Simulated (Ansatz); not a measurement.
`C[N](C)[Hf]([F])([Cl])[I]`, 13 atoms. Total charge 0; spin multiplicity 1. Correlated methods include outer-core shells of Hf, I, which these sets cover unevenly. Hf, I: def2 effective core potential. Hardware: A = 2 threads of an AMD EPYC 7R13 on a shared host and a share of an NVIDIA H100 80 GB; B = 2 threads of an AMD EPYC 7R13 on a shared host. Correlated methods freeze the cores. Open-shell runs search over several starts.

**Question.** Give the basis size and wall time and peak host memory of each of these runs in Ansatz. UHF-CCSD(T)/def2-TZVPP energy of the cation [A]; RHF-CCSD(T)/def2-SVP energy [A]; UKS r2SCAN-D4/def2-TZVPP energy of the cation [A]; RKS ωB97M-V/def2-SVP energy [B]; RKS LC-ωPBE/def2-TZVPP energy [A]; RKS revPBE-D4/def2-TZVPP energy [A]; RKS ωB97M-V/def2-QZVPP energy [A]; RKS PBE0-D4/def2-TZVP frequencies [A]; UKS PBE0-D4/def2-TZVPP energy of the cation [A]; RHF-MP2/def2-QZVPP energy [A]; RKS PBE0-D4/def2-SVP energy [B]; direct RPA on PBE orbitals/def2-TZVPP energy [A]. (An estimate is asked.)

**Answer.** Ansatz gave: Other jobs shared the machine, so times are rough.

```json
{"level": "RKS revPBE-D4/def2-TZVPP", "job": "energy [A]", "functions": "356", "wall time": "2 s", "peak host memory (GiB)": "0.92"}
{"level": "RKS LC-ωPBE/def2-TZVPP", "job": "energy [A]", "functions": "356", "wall time": "2.5 s", "peak host memory (GiB)": "0.94"}
{"level": "direct RPA on PBE orbitals/def2-TZVPP", "job": "energy [A]", "functions": "356", "wall time": "3.9 s", "peak host memory (GiB)": "1.7"}
{"level": "RHF-CCSD(T)/def2-SVP", "job": "energy [A]", "functions": "162", "wall time": "4.3 s", "peak host memory (GiB)": "0.83"}
{"level": "RKS PBE0-D4/def2-SVP", "job": "energy [B]", "functions": "162", "wall time": "5.5 s", "peak host memory (GiB)": "0.76"}
{"level": "UKS PBE0-D4/def2-TZVPP", "job": "energy of the cation [A]", "functions": "356", "wall time": "6 s", "peak host memory (GiB)": "1"}
{"level": "RKS ωB97M-V/def2-QZVPP", "job": "energy [A]", "functions": "641", "wall time": "6 s", "peak host memory (GiB)": "1.4"}
{"level": "RHF-MP2/def2-QZVPP", "job": "energy [A]", "functions": "641", "wall time": "8 s", "peak host memory (GiB)": "1.3"}
{"level": "UKS r2SCAN-D4/def2-TZVPP", "job": "energy of the cation [A]", "functions": "356", "wall time": "9 s", "peak host memory (GiB)": "1.1"}
{"level": "RKS ωB97M-V/def2-SVP", "job": "energy [B]", "functions": "162", "wall time": "20 s", "peak host memory (GiB)": "0.83"}
{"level": "RKS PBE0-D4/def2-TZVP", "job": "frequencies [A]", "functions": "287", "wall time": "4.3 min", "peak host memory (GiB)": "1"}
{"level": "UHF-CCSD(T)/def2-TZVPP", "job": "energy of the cation [A]", "functions": "356", "wall time": "9.1 min", "peak host memory (GiB)": "1.8"}
```

LC-ωPBE has ω = 0.4 bohr⁻¹.
